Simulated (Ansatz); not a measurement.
Coupled-cluster run, C₂H₈InNO₂, SMILES `C[O][In]([NH2])[O]C`.

```yaml
crystal:
  periodic: [false, false, false]
  atoms:
    - {symbol: C, position_ang: [-0.942988, -1.651689, 2.057526]}
    - {symbol: O, position_ang: [-0.877605, -1.854329, 0.666967]}
    - {symbol: In, position_ang: [-0.108484, -0.496626, -0.536603]}
    - {symbol: N, position_ang: [-0.056178, -0.713337, -2.536536]}
    - {symbol: O, position_ang: [0.359894, 1.181899, 0.412322]}
    - {symbol: C, position_ang: [0.861215, 2.306068, -0.258289]}
    - {symbol: H, position_ang: [-0.024082, -1.985834, 2.556662]}
    - {symbol: H, position_ang: [-1.773602, -2.244282, 2.456914]}
    - {symbol: H, position_ang: [-1.111416, -0.604913, 2.338925]}
    - {symbol: H, position_ang: [-0.011647, -1.671371, -2.856293]}
    - {symbol: H, position_ang: [0.666002, -0.182616, -3.004022]}
    - {symbol: H, position_ang: [0.194954, 2.665126, -1.055692]}
    - {symbol: H, position_ang: [1.850192, 2.129563, -0.705886]}
    - {symbol: H, position_ang: [0.973726, 3.122370, 0.464006]}
basis:
  gaussian: {orbitals: def2-SVP}
correlation: {method: ccsd_t}
```

```sh
$ ansatz run in.yaml --threads 8 --pin off --events-out ev --progress --plain --max-ram 18278MiB
```

Output of Ansatz, abridged:

```
Functional definition: HF
  name "HF"
  cite "Fock, Z. Phys. 61, 126 (1930) doi:10.1007/BF01340294"
  parent pbe
  exchange = exact_x
  correlation = 0
1445 factors; integrals over basis functions are off by at most 1.4e-3 eV
mean field evaluation 1: about -12879.8847 eV, gradient 5.2e1 eV
mean field evaluation 2: about -12880.0779 eV, gradient 5.2e1 eV
mean field evaluation 4: about -12885.6612 eV, gradient 4.0e0 eV
mean field evaluation 8: about -12885.7252 eV, gradient 8.9e-2 eV
mean field -12885.72524793 eV, -473.5416686032 hartree, gradient 1.6e-6 eV, S^2 0.000000; 0 other end points of the search recorded, 0 dependent functions left out
9 core orbitals not correlated: weight in the atoms' cores, before any rotation towards them, 1.000 or more for the frozen orbitals, at most 0.000 for the correlated occupied ones
reference -12885.72524793 eV, -473.5416686032 hartree; 23, 23 occupied and 104, 104 virtual orbitals, 1445 factors
second order -25.08168218 eV of doubles, -0.00000000 eV of singles
cycle   1  -25.55809082 eV  change   -4.8e-1 eV  update   1.3e-1
cycle   2  -26.23262898 eV  change   -6.7e-1 eV  update   4.1e-2
cycle   3  -26.45112099 eV  change   -2.2e-1 eV  update   2.6e-2
cycle   4  -26.45128105 eV  change   -1.6e-4 eV  update   7.6e-3
cycle   5  -26.44449341 eV  change    6.8e-3 eV  update   3.7e-3
cycle   6  -26.44505771 eV  change   -5.6e-4 eV  update   1.3e-3
cycle   7  -26.44462002 eV  change    4.4e-4 eV  update   4.6e-4
cycle   8  -26.44441165 eV  change    2.1e-4 eV  update   1.6e-4
cycle   9  -26.44445385 eV  change   -4.2e-5 eV  update   6.5e-5
cycle  10  -26.44447565 eV  change   -2.2e-5 eV  update   2.5e-5
perturbative correction -0.72313404 eV, -0.0265746858 hartree
Total energy: -12912.89285762 eV, -474.5400598445 hartree
```

Run time 19 s (8 threads of an Arm Neoverse V1 on a shared host); peak host memory 1.2 GiB.

Correlation energy per correlated electron: -0.591 eV. T1 diagnostic: 0.0145.
